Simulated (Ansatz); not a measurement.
Ansatz (a first-principles code) input:

Ansatz 0.2 input:
```yaml
crystal:
  periodic: [false, false, false]
  atoms:
    - {symbol: Cl, position_ang: [-0.65628689, 2.21932928, 0.02609359]}
    - {symbol: In, position_ang: [0.00000000, 0.00000000, 0.00000000]}
    - {symbol: Cl, position_ang: [-1.59355492, -1.67835778, 0.02266581]}
    - {symbol: Cl, position_ang: [2.24984181, -0.54097151, -0.04875940]}
basis:
  gaussian:
    orbitals: def2-TZVPD
hamiltonian:
  xc: {name: B3LYP}
output: {forces: true}
```

What final total energy does it print?

-1571.04137 Eh (B3LYP/def2-TZVPD). The basis has 194 functions.
